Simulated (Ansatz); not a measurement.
CH$_{6}$O$_{2}$Si$_{2}$, SMILES `C1O[SiH2]O[SiH2]1`, relaxed with RKS PBE0-D4/def2-TZVP in the Gaussian-basis code of Ansatz from a PBE-D4/def2-SVP geometry. The force threshold is 0.005 eV/Å; the program also tests the step.

Total charge 0; spin multiplicity 1.

Start:

```xyz
11

C     0.593    1.061    0.448
O    -0.214    1.192   -0.733
Si   -0.996   -0.189   -1.306
O    -0.492   -1.379   -0.220
Si    0.529   -0.794    1.000
H     0.208    1.742    1.240
H     1.634    1.387    0.222
H    -2.486   -0.026   -1.256
H    -0.554   -0.512   -2.701
H     1.866   -1.480    0.950
H    -0.089   -1.001    2.355
```

By how much does the energy fall, and how many steps does the optimiser take? (An estimate is asked.)

The calculation gave: 0.10 eV, in 5 steps.

Which bonds change most? (Estimate.)

The calculation gave: O4–Si5 from 1.695 to 1.655 Å; Si3–O4 from 1.688 to 1.650 Å; O2–Si3 from 1.688 to 1.649 Å; C1–Si5 from 1.936 to 1.912 Å.

Give the relaxed structure. (An estimate is asked.)

The calculation gave: 
```xyz
11

C     0.590    1.050    0.449
O    -0.219    1.171   -0.727
Si   -0.977   -0.186   -1.279
O    -0.490   -1.342   -0.209
Si    0.518   -0.786    0.980
H     0.199    1.722    1.220
H     1.607    1.378    0.215
H    -2.449   -0.023   -1.241
H    -0.530   -0.516   -2.653
H     1.833   -1.473    0.922
H    -0.082   -0.994    2.322
```
